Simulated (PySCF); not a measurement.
Cartesian coordinates in Å; atom numbers follow the order of the lines, from 1:
```xyz
21

Si    3.032    0.148    0.149
Si    1.274    0.271    1.705
C    -0.402    0.203    0.829
C    -0.711   -1.127    0.125
C    -1.812   -0.797   -0.910
C    -1.876    0.742   -0.987
C    -0.604    1.230   -0.290
H     3.140    1.420   -0.632
H     2.813   -0.970   -0.822
H     4.338   -0.088    0.841
H     1.412    1.548    2.476
H     1.399   -0.863    2.677
H    -1.173    0.382    1.602
H     0.190   -1.497   -0.394
H    -1.007   -1.916    0.833
H    -1.573   -1.240   -1.888
H    -2.783   -1.217   -0.609
H    -2.754    1.114   -0.435
H    -1.968    1.116   -2.018
H     0.249    1.194   -0.993
H    -0.674    2.267    0.073
```

Geometry: PBE0-D3(BJ)/def2-SVP; GIAO shifts from PySCF 2.14, gas phase, non-relativistic, averaged over equivalent atoms.

At wB97X-D/pcSseg-1 (203 basis functions, 43 s wall time on 1 thread of an x86-64 server CPU, shared host):
```json
{"atoms": "Si2", "δ (ppm)": "-64.5"}
{"atoms": "Si1", "δ (ppm)": "-114.0"}
{"atoms": "C4/C7", "δ (ppm)": "32.8"}
{"atoms": "C5/C6", "δ (ppm)": "27.4"}
{"atoms": "C3", "δ (ppm)": "21.7"}
{"atoms": "H11/H12", "δ (ppm)": "3.96"}
{"atoms": "H8/H9/H10", "δ (ppm)": "3.42"}
{"atoms": "H15/H21", "δ (ppm)": "1.63"}
{"atoms": "H16/H19", "δ (ppm)": "1.62"}
{"atoms": "H17/H18", "δ (ppm)": "1.50"}
{"atoms": "H14/H20", "δ (ppm)": "1.02"}
{"atoms": "H13", "δ (ppm)": "0.87"}
```

Referencing at the same level of theory: $^{29}$Si (σ = 352.93 ppm), $^{13}$C (σ = 184.54 ppm), $^{1}$H (σ = 31.38 ppm) against TMS.

Problem. Estimate the result of repeating the calculation with PBE0/pcSseg-1.

Solution. 
```json
{"atoms": "Si2", "δ at PBE0/pcSseg-1": "-65.2", "change": "-0.7"}
{"atoms": "Si1", "δ at PBE0/pcSseg-1": "-116.1", "change": "-2.1"}
{"atoms": "C4/C7", "δ at PBE0/pcSseg-1": "33.2", "change": "+0.4"}
{"atoms": "C5/C6", "δ at PBE0/pcSseg-1": "27.7", "change": "+0.3"}
{"atoms": "C3", "δ at PBE0/pcSseg-1": "22.8", "change": "+1.1"}
{"atoms": "H11/H12", "δ at PBE0/pcSseg-1": "4.02", "change": "+0.06"}
{"atoms": "H8/H9/H10", "δ at PBE0/pcSseg-1": "3.44", "change": "+0.02"}
{"atoms": "H15/H21", "δ at PBE0/pcSseg-1": "1.68", "change": "+0.05"}
{"atoms": "H16/H19", "δ at PBE0/pcSseg-1": "1.66", "change": "+0.04"}
{"atoms": "H17/H18", "δ at PBE0/pcSseg-1": "1.52", "change": "+0.02"}
{"atoms": "H14/H20", "δ at PBE0/pcSseg-1": "1.06", "change": "+0.04"}
{"atoms": "H13", "δ at PBE0/pcSseg-1": "0.98", "change": "+0.11"}
```

δ = σ(ref) − σ, references computed at the same level: TMS for $^{29}$Si (σ = 351.99 ppm) and $^{13}$C (σ = 184.41 ppm) and $^{1}$H (σ = 31.27 ppm).

The largest change is at Si1 (silicon bonded to Si, 3 H). Cost: 203 basis functions, 42 s wall time on 1 thread of an x86-64 server CPU, shared host. The order of the carbon signals is the same at both levels.
